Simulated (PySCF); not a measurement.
**Relaxation of triplet RuOF₂**

All numbers come from UB3LYP/[Ru def2-SVP with ECP28, O def2-SVP, F def2-SVP], scalar-relativistic core potentials, density fitting, no spin–orbit coupling, PySCF. A (50,194) grid was used.

A hand-made trigonal planar start, of C2v symmetry, held to at least that symmetry:

```xyz
4
charge 0 multiplicity 3, angstrom
Ru   -0.0274   -0.0475    0.0000
O    -0.8824   -1.5284    0.0000
F     1.8626   -0.0475    0.0000
F    -0.9724    1.5893    0.0000
```

(1) What does it relax to?

(2) How much energy is released, and in how many steps?

Answers

(1) It ends at C2v with Ru–F 1.838 Å (×2), Ru–O 1.653 Å; F–Ru–F 124.0°, F–Ru–O 118.0° (×2) (after a last refinement on a finer grid). The frequency run here used a shortcut that can spoil soft modes, so no verdict on minimum or saddle point is given.

(2) 15.0 kJ/mol in 5 steps.

Other spin states or occupations of the open shell can lie lower.

The relaxation took roughly 29 core-seconds on a shared host.
